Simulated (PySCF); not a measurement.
**C₆ coefficients of unlike pairs at M06-2X**

Calculated with PySCF 2.14 from the dipole response of each species, C₆(A,B) = (3/π) ∫ α_A(iu) α_B(iu) du, in atomic units, from isotropic polarisabilities. For ions this is the dispersion term alone; charge-induced terms of lower order in 1/R come first.

```tsv
species	configuration	basis	relativity	α (bohr³)	C₆ (like pair)
Ar⁺	[Ne] 3s2 3p5 (2P)	aug-cc-pV(D+d)Z (5s4p3d)	none	6.757	30.34
Ne³⁺	[He] 2s2 2p3 (4S)	aug-cc-pVDZ-DK (4s3p2d)	spin-free X2C	0.6527	0.5635
Cu	[Ar] 3d10 4s1 (2S)	aug-cc-pVTZ-DK (8s7p5d3f2g)	spin-free X2C	46.64	278.0
```

Q: Estimate C₆ for Cu with Ne³⁺.

A: The integral gives 8.316. The combination rule 2 C_A C_B / (C_A α_B/α_A + C_B α_A/α_B) gives 7.095 and the geometric mean 12.52.

No spin-orbit coupling is included.

The other pairs:

```tsv
pair	C₆
Cu, Ar⁺	74.20
Ne³⁺, Ar⁺	3.829
```
